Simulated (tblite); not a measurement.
C₃H₆ClOSi₂ (doublet state).
SMILES with atom numbers: `[CH:1]#[C:2][CH2:3][Si@H:4]([Cl:5])[O:6][SiH2:7]` (hydrogens: H8 on C1; H9, H10 on C3; H11 on Si4; H12, H13 on Si7)

Structure optimised with GFN2-xTB, isolated species. This method treats the open shell by occupation alone, without spin polarisation.

Q: What internal coordinates does the optimisation give?

A: 
```
            bond  length (Å)   order
           C1≡C2       1.197  triple
           C2–C3       1.443  single
          C3–Si4       1.910  single
         Si4–Cl5       2.014  single
          Si4–O6       1.610  single
          O6–Si7       1.636  single
           C1–H8       1.049  single
           C3–H9       1.094  single
          C3–H10       1.092  single
         Si4–H11       1.455  single
Si7–H12, Si7–H13       1.454  single
```

Bonds in one row agree within 0.01 Å and their mean is given. Orders are formal, as drawn. A selection of angles:
```
      angle  degrees
   C2–C1–H8    178.5
   C1–C2–C3    178.6
  C2–C3–Si4    111.8
   C2–C3–H9    108.6
  C2–C3–H10    108.9
  Si4–C3–H9    110.0
 Si4–C3–H10    110.3
  H9–C3–H10    107.2
 C3–Si4–Cl5    108.6
  C3–Si4–O6    110.1
 C3–Si4–H11    113.6
 Cl5–Si4–O6    107.0
Cl5–Si4–H11    110.5
 O6–Si4–H11    106.9
 Si4–O6–Si7    158.8
 O6–Si7–H12    108.1
 O6–Si7–H13    106.0
H12–Si7–H13    117.4
```

Torsions: C2–C3–Si4–Cl5 171° (antiperiplanar); C3–Si4–O6–Si7 -27° (synperiplanar).

The O–Si distances run from 1.610 Å (Si4–O6, drawn single) to 1.636 Å (O6–Si7, drawn single), a spread of 0.026 Å. The 2 C–C bonds span 1.197 Å (C1≡C2, drawn triple) to 1.443 Å (C2–C3, drawn single), a spread of 0.246 Å. Si4 (silicon bonded to C, Cl, O and H) is distorted tetrahedral (angles from 106.9° to 113.6°). Of the pairs four or more bonds apart, C2···Si7 is among the closest relative to their van der Waals radii: 3.92 Å, 103 % of the sum of Bondi's values. Si7 (silicon bonded to O and 2 H) is pyramidal (angles 117.4°, 108.1° and 106.0°, sum 331.5°, 0.47 Å off the plane of its three neighbours).

Point group: C1 (no symmetry element, even within 0.4 Å). GFN2-xTB frequencies show an imaginary mode (32i cm⁻¹), so the point is no minimum at that level. Torsions: C2–C3–Si4–Cl5 171°, C3–Si4–O6–Si7 -27°, Si4–O6–Si7–H 38° and -88°. 3 starts were optimised and ended at 0.00, 0.33 and 0.92 kcal/mol (GFN2-xTB); the lowest of these is shown.

Time: 0.46 s wall. Hardware: one thread, Arm Neoverse V2 (aarch64), no GPU, shared host with 96 logical CPUs at a one-minute load of 39. This is the geometry optimisation.

One conformer stands for the species.

These are computed values.
